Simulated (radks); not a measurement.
Results of a calculation; reference values are marked as such.
Valence configurations of V IV (all share [Ar]). Level of theory: scalar-relativistic Kohn-Sham, PBE, spin-unpolarised, spherical densities, point nucleus (a radial shooting solver on a logarithmic mesh with Libxc functionals). Energies are relative to 3d2; eigenvalues in eV.

valence      E (eV)    e(3d)    e(4p)    e(4s)
3d2           0.000  -36.955        -        -
4s2          26.662        -        -  -32.978
3d0.5 4s1.5  18.312  -47.184        -  -31.687
3d1.5 4s0.5   5.054  -40.193        -  -29.085
3d1 4s1      11.135  -43.608        -  -30.375
3d1 4p1      17.390  -44.574  -24.680        -
4s1 4p1      33.328        -  -26.799  -33.476

NIST lists [Ar] 3d2 as the ground configuration; this level of theory agrees among the configurations tried. The energies are those of spherical spin-averaged densities, not of single terms.
